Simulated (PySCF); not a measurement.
F₃Te, charge +1, singlet, at a GFN2-xTB geometry (core potentials on Te). Base run: CAMB3LYP/def2-SVP (PySCF).

Input for PySCF:
```python
from pyscf import gto, scf, dft

mol = gto.M(
    atom='''
Te   -0.06651998    0.12188136    0.33078461
F    -1.16789324   -1.07688202   -0.58739142
F     0.08902262    1.21325728   -1.17845659
F     1.46320830   -0.84057864   -0.14535195
''',
    basis='def2-svp',
    ecp={'Te': 'def2-svp'},
    charge=1,
    verbose=5,
)

mf = dft.RKS(mol)
mf.xc = 'camb3lyp'
mf.kernel()
```

Variants of this job, named by their change:

| change | ΔE vs base (µEh) | outcome |
|---|---|---|
| base | 0.0 | converged |
| auxbasis = def2-svp-ri | - | input refused |
| exchange = seminumerical (SGX) (with mf = sgx.sgx_fit(mf, auxbasis='def2-universal-jfit'); with mf.with_df.dfj = True) | -288 | converged |
| auxbasis = autoaux | -5.3 | converged |
| auxbasis = def2-tzvp-ri | - | input refused |
| auxbasis = cc-pvqz-jkfit | - | input refused |
| only_dfj = on; auxbasis = def2-universal-jfit | -292 | converged |
| auxbasis = cc-pvdz-jkfit | - | input refused |
| auxbasis = cc-pvtz-jkfit | - | input refused |
| auxbasis = def2-universal-jkfit | -18.2 | converged |

A fitting set is made for a task (jfit for Coulomb, jkfit for Coulomb and exchange, ri for correlation) and for a family of orbital bases.

- auxbasis = def2-svp-ri: ended with `pyscf.lib.exceptions.BasisNotFoundError: Basis set not found for Te in def2-svp-ri`
- auxbasis = def2-tzvp-ri: ended with `pyscf.lib.exceptions.BasisNotFoundError: Basis set not found for Te in def2-tzvp-ri`
- auxbasis = cc-pvqz-jkfit: ended with `pyscf.lib.exceptions.BasisNotFoundError: Basis set not found for Te in cc-pvqz-jkfit`
